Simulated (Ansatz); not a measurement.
A structure relaxed at PBE0-D4/def2-TZVP, charge 0, multiplicity 1:

```xyz
14

C     0.043   -1.172   -1.795
N     0.836   -0.418   -0.855
C     0.248    0.134    0.139
C    -1.231    0.048    0.397
B     1.194    0.931    1.105
O     0.637    1.543    2.179
H    -0.478   -2.006   -1.308
H     0.685   -1.575   -2.577
H    -0.729   -0.549   -2.266
H    -1.507    0.594    1.298
H    -1.548   -0.994    0.510
H    -1.798    0.458   -0.446
H     2.372    0.996    0.898
H     1.277    2.010    2.721
```

Give its formula and SMILES.

C3H8BNO, `C/N=C(\C)BO`.

Point group (tolerance 0.08 Å, 0.16 Å for H)?

Cs.

Summarise the bond lengths by kind.

2 × C–N 1.280 to 1.443 Å; 6 × C–H 1.089 to 1.098 Å; 1 × C–C 1.504 Å; 1 × B–C 1.569 Å; 1 × B–O 1.355 Å; 1 × B–H 1.198 Å; 1 × H–O 0.960 Å.

Computed with Ansatz.
